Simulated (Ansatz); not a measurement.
The atomisation energy (no zero-point term) down a group: O to Te

One atom is swapped for its congeners: C3H8O (methoxyethane) `CCOC`; C3H8S (ethyl methyl sulfide) `CCSC`; C3H8Se `CC[Se]C`; C3H8Te `CC[Te]C`. All are singlets with charge 0.

Shapes, held fixed at every level: PBE0-D4/def2-TZVP. Flexible molecules stand in one conformer, not always the lowest. Programs: Ansatz 0.2.0. Values in eV.

(1) How should the atomisation energy change along the series?

## Answers

(1) At CCSD(T)/def2-TZVPP the atomisation energy falls at every step, from 46.48 to 43.71 eV. Every level shows the same order. For atoms past krypton def2 sets carry core potentials with scalar relativity. Relativity is left out for Se unless named. Correlated rows may include outer-core shells of Se, Te, which these sets cover unevenly. Spin-orbit coupling, which grows down the group, is left out (summed over each molecule's free atoms 0.02, 0.04, 0.13, 0.27 eV).

| level | C3H8O | C3H8S | C3H8Se | C3H8Te |
| --- | --- | --- | --- | --- |
| HF/def2-SVP | 35.77 | 34.82 | 34.19 | 33.35 |
| PBE-D4/def2-TZVPP | 48.37 | 46.88 | 46.11 | 45.36 |
| PBE0-D4/def2-TZVPP | 47.65 | 46.37 | 45.59 | 44.81 |
| r2SCAN0-D4/def2-TZVPP | 47.01 | 45.82 | 45.05 | 44.22 |
| B2PLYP/def2-TZVPP | 47.10 | 45.62 | 44.93 | 44.17 |
| CCSD(T)/def2-TZVPP | 46.48 | 45.07 | 44.46 | 43.71 |
